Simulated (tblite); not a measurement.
Species: C4H9AlN2Se.
Bonds: C1–N2 (double), N2–C3, C3–C4, C4–Se5, Se5–C6, C6–N7 (triple), N7–Al8. Hydrogens: H9, H10 on C1; H11, H12 on C3; H13, H14 on C4; H15, H16, H17 on Al8.
Bond orders are those of one Lewis drawing.

Computed with GFN2-xTB (tblite), gas phase: L-BFGS steps from a force-field or distance-geometry start until the largest atomic force falls under 0.01 eV/Å.

The end geometry, which sets the zero of energy:
```
atom  x, y, z in Å
C1     -2.9391   -0.2624    0.7534
N2     -2.0865   -0.9046    0.1066
C3     -0.9542   -0.3281   -0.5349
C4     -0.7476    1.1807   -0.4607
Se5    -0.3925    1.8249    1.3945
C6      1.3185    1.3543    1.2823
N7      2.3961    0.9825    1.0805
Al8     3.1461   -0.1281   -0.3786
H9     -3.7526   -0.8133    1.2012
H10    -2.9513    0.8266    0.9129
H11    -0.0670   -0.8484   -0.1475
H12    -1.0251   -0.6080   -1.5930
H13     0.1294    1.4568   -1.0477
H14    -1.6206    1.7386   -0.8038
H15     2.4570    0.6748   -1.5672
H16     4.6847   -0.0130   -0.1861
H17     2.3978   -1.4719   -0.0217
```

**Question.** These geometries come from the run, each turned onto the end geometry. Order them by energy, lowest first.
A.
```
atom  x, y, z in Å
C1     -3.1102    0.6399    1.0850
N2     -3.2941   -0.4062    0.4285
C3     -2.4537   -0.8068   -0.6664
C4     -1.1296   -0.0602   -0.8269
Se5    -0.1005   -0.3178    0.8633
C6      1.5615    0.2159    0.4327
N7      2.6691    0.5308    0.3264
Al8     4.6216    1.1089    0.0913
H9     -3.7773    0.8551    1.9125
H10    -2.3195    1.3745    0.8728
H11    -2.2894   -1.8821   -0.5023
H12    -3.0688   -0.6821   -1.5674
H13    -0.5435   -0.4455   -1.6551
H14    -1.2970    1.0050   -0.9675
H15     4.5243    2.5305    0.7914
H16     5.3621   -0.0620    0.8651
H17     4.6380    1.0635   -1.4934
```
B.
```
atom  x, y, z in Å
C1     -2.9764   -0.2424    0.7924
N2     -2.2341   -0.8952    0.0332
C3     -1.0763   -0.3744   -0.6135
C4     -0.7413    1.1066   -0.4715
Se5    -0.3826    1.6699    1.4078
C6      1.3669    1.3989    1.2500
N7      2.4749    1.1380    1.0364
Al8     3.2280   -0.0643   -0.3363
H9     -3.8207   -0.7455    1.2401
H10    -2.8460    0.8202    1.0644
H11    -0.2227   -0.9808   -0.2807
H12    -1.1944   -0.5990   -1.6798
H13     0.1712    1.3259   -1.0274
H14    -1.5574    1.7459   -0.8126
H15     2.5835    0.7431   -1.5481
H16     4.7654    0.0015   -0.1283
H17     2.4552   -1.3869    0.0642
```
C.
```
atom  x, y, z in Å
C1     -3.2965    0.4930    1.0216
N2     -3.1208   -0.5607    0.3763
C3     -2.0246   -0.7997   -0.5063
C4     -0.9659    0.2915   -0.6851
Se5    -0.0405    0.7593    1.0240
C6      1.5791    0.2108    0.5157
N7      2.6305   -0.1530    0.1932
Al8     4.2835    0.9082   -0.1157
H9     -4.1579    0.5484    1.6709
H10    -2.6587    1.3895    0.9884
H11    -1.5574   -1.7308   -0.1601
H12    -2.4642   -1.0238   -1.4862
H13    -0.1914   -0.0441   -1.3751
H14    -1.4114    1.2197   -1.0479
H15     3.7478    2.3962   -0.0067
H16     5.0151    0.3383    1.1483
H17     4.6264    0.4187   -1.5651
```
D.
```
atom  x, y, z in Å
C1     -3.0518   -0.2100    0.7974
N2     -2.3768   -0.8780   -0.0105
C3     -1.1856   -0.4114   -0.6354
C4     -0.7671    1.0376   -0.4200
Se5    -0.3098    1.4495    1.4815
C6      1.4394    1.4138    1.1622
N7      2.5473    1.3364    0.8390
Al8     3.3683   -0.0099   -0.3449
H9     -3.9363   -0.6601    1.2203
H10    -2.8354    0.8164    1.1348
H11    -0.3799   -1.0852   -0.3205
H12    -1.3185   -0.5704   -1.7114
H13     0.1363    1.2423   -0.9929
H14    -1.5618    1.7338   -0.6942
H15     2.8534    0.6709   -1.6770
H16     4.8519    0.0715    0.1147
H17     2.5193   -1.2858    0.0470
```
E.
```
atom  x, y, z in Å
C1     -2.9563   -0.2542    0.7534
N2     -2.1272   -0.9127    0.0929
C3     -0.9881   -0.3565   -0.5569
C4     -0.7411    1.1441   -0.4473
Se5    -0.3857    1.7378    1.4257
C6      1.3532    1.3944    1.2728
N7      2.4469    1.0944    1.0387
Al8     3.1681   -0.1034   -0.3667
H9     -3.7863   -0.7810    1.2033
H10    -2.9365    0.8345    0.9200
H11    -0.1081   -0.9118   -0.1996
H12    -1.0806   -0.6100   -1.6206
H13     0.1462    1.4067   -1.0251
H14    -1.5967    1.7334   -0.7840
H15     2.4906    0.7204   -1.5476
H16     4.7103   -0.0556   -0.1837
H17     2.3844   -1.4190    0.0145
```

**Answer.** E (0.004 eV), B (0.016 eV), D (0.036 eV), C (0.152 eV), A (0.311 eV).

In the order of the answer:

```json
{"step": "227", "E above end (eV)": "0.004", "largest force (eV/Å)": "0.06", "rms force component (eV/Å)": "0.020", "rms distance from end (Å)": "0.062", "rms bond change (Å)": "0.001", "bond most changed (Å)": "C1–H9 +0.001"}
{"step": "219", "E above end (eV)": "0.016", "largest force (eV/Å)": "0.10", "rms force component (eV/Å)": "0.035", "rms distance from end (Å)": "0.143", "rms bond change (Å)": "0.002", "bond most changed (Å)": "N7–Al8 -0.007"}
{"step": "203", "E above end (eV)": "0.036", "largest force (eV/Å)": "0.08", "rms force component (eV/Å)": "0.027", "rms distance from end (Å)": "0.296", "rms bond change (Å)": "0.004", "bond most changed (Å)": "N7–Al8 -0.009"}
{"step": "145", "E above end (eV)": "0.152", "largest force (eV/Å)": "0.09", "rms force component (eV/Å)": "0.030", "rms distance from end (Å)": "1.590", "rms bond change (Å)": "0.005", "bond most changed (Å)": "Al8–H16 +0.013"}
{"step": "10", "E above end (eV)": "0.311", "largest force (eV/Å)": "0.32", "rms force component (eV/Å)": "0.119", "rms distance from end (Å)": "1.982", "rms bond change (Å)": "0.020", "bond most changed (Å)": "N7–Al8 +0.069"}
```

What follows is the cost of the whole relaxation. Hardware: one thread of an Arm Neoverse N1, shared host. Cost: 3.5 s wall.
